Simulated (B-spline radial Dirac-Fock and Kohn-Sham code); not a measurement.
## Relativistic shifts of the levels of Nb²⁶⁺

System: Nb²⁶⁺, configuration [Ne] 3s2 3p3.

Both columns are ΔSCF binding energies of the configuration average from a radial atomic solver: non-relativistic Hartree-Fock with a point nucleus, and Dirac-Fock with a finite nucleus and the Coulomb interaction alone, averaged over the two j levels with weights 2j+1.

```
shell  Hartree-Fock (eV)  Dirac-Fock (eV)  shift (eV)  shift (%)
   1s            19863.7          20315.6     +451.94      +2.28
   2s             3820.7           3933.5     +112.74      +2.95
   3s             1420.2           1450.9      +30.70      +2.16
   3p             1350.2           1361.9      +11.77      +0.87
```

Relativity binds 1s, 2s, 3s, 3p more strongly, among those listed most of all 2s in relative terms.

Values without a named source are computed, but for edge energies of neutral atoms, which are taken from tables.
